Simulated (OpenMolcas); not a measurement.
An atom or ion with 23 electrons was computed by SS-RASPT2, IPEA 0.25 Eh, imaginary shift 0.1 Eh with spin-orbit coupling (OpenMolcas, ANO-RCC-VQZP, DKH2). The lowest levels that the run gave, each within 12 % of the measured value where one is at hand:

| J | Parity | E (cm⁻¹) | g |
| --- | --- | --- | --- |
| 5/2 | even | 0.0 | 2.001 |
| 5/2 | even | 47520 | 0.574 |
| 7/2 | even | 47650 | 0.985 |
| 11/2 | even | 47680 | 1.273 |
| 9/2 | even | 47730 | 1.172 |
| 5/2 | even | 52410 | 1.570 |
| 3/2 | even | 52700 | 1.680 |
| 1/2 | even | 53030 | 2.569 |
| 7/2 | even | 57380 | 1.427 |
| 1/2 | even | 57730 | 0.098 |
| 3/2 | even | 58030 | 1.251 |
| 5/2 | even | 58100 | 1.396 |

Question: Which ion is it, and what are the configurations and terms?

Answer: Cu6+ (Z = 29, charge +6; active space 11 electrons in 8 orbitals (RAS1 3p, at most 2 holes; RAS2 3d)). J, parity and g give the terms where levels are pure, and mixed ones are named by the computed weights; the size of the splittings, set against known spectra of the 23-electron sequence, gives the charge. In order, with the measured energies in cm⁻¹ (the list in Gamrath, thesis, University of Mons (2023)): 3d⁵ ⁶S_5/2, 3d⁵ ⁴G_5/2, 3d⁵ ⁴G_7/2, 3d⁵ ⁴G_11/2, 3d⁵ ⁴G_9/2, 3d⁵ ⁴P_5/2 (50732), 3d⁵ ⁴P_3/2 (51067), 3d⁵ ⁴P_1/2 (51407), 3d⁵ ⁴D_7/2 (55742), 3d⁵ ⁴D_1/2 (56210), 3d⁵ ⁴D_3/2 (56428), 3d⁵ ⁴D_5/2 (56427).

CASPT2 breaks the degeneracy within a term, and the mean is taken; among the terms shown or strongly mixed into the levels shown the widest spread is 49 cm-1 (3d⁵ ⁴G). Active for correlation alone: 3p; no level in the range computed is led by a configuration that opens it, so any true level of that kind is missing. Measured partners are found by configuration, term and J. A level has none where our copy of the source lacks it or the pairing is in doubt (some pairs that miss far off the trend of their configuration count as doubtful), and it then counts in no deviation. Levels of configurations outside the active space are missing.
